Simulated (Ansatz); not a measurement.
Spectroscopic constants of PN, closed-shell singlet (the spin of the measured ground state).

D_e counts from the fitted minimum to each atom's lowest state at the same level, without counterpoise. The singlet is restricted.

Frozen-core correlation. CBS(a, b) extrapolates the correlation energy as X⁻³ and adds the Hartree–Fock energy of set b.

Programs: Ansatz (a first-principles code) with Gaussian orbitals. Each number belongs to the level named beside it.

PBE/def2-TZVPP gives 6.747 eV for the bond energy D_e.

**Question.** Predict the shift from PBE, with its sign, for: r2SCAN/def2-TZVPP, B3LYP/def2-TZVPP, wB97M-V/def2-TZVPP, B2PLYP/def2-TZVPP, CCSD(T)/CBS(def2-TZVPP, def2-QZVPP).

**Answer.** r2SCAN/def2-TZVPP -0.764; B3LYP/def2-TZVPP -0.450; wB97M-V/def2-TZVPP -0.359; B2PLYP/def2-TZVPP -0.382; CCSD(T)/CBS(def2-TZVPP, def2-QZVPP) -0.487 eV. 0 of 5 lie above PBE; the widest gap is to r2SCAN/def2-TZVPP.

Doubts at one or more of the structures used: a restricted determinant that unrestricted orbitals would lower (CCSD(T)/CBS(def2-TZVPP, def2-QZVPP)).
